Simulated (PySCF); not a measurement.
ClFPb, neutral, multiplicity 1. Atoms are numbered in the order given.

```xyz
3

Pb     0.2364    -0.3274     0.0000
F     -1.7083    -0.9572     0.0000
Cl    -0.2361     2.0858     0.0000
```
Charge 0, spin multiplicity 1.

Geometry: r2SCAN-D4/def2-TZVP. The def2 effective core potentials stand for the cores of Pb; spin–orbit coupling is left out.

Calculation: B3LYP/def2-TZVPD (PySCF).

Gas-phase values at a fixed geometry.

Computed frontier levels, gap, dipole moment and polarisability:
```json
{
  "highest_occupied_level": "-8.31 eV",
  "lowest_empty_level": "-3.33 eV",
  "orbital_gap": "4.98 eV",
  "dipole_moment": "4.79 D",
  "quadrupole, principal values (traceless, Buckingham form, about the centre of nuclear charge)": "-9.59, 0.21, 9.38 D·Å",
  "mean_static_polarisability": "55.7 bohr³ (8.26 Å³)",
  "polarisability_principal_values": "41.6, 52.0, 73.7 bohr³"
}
```
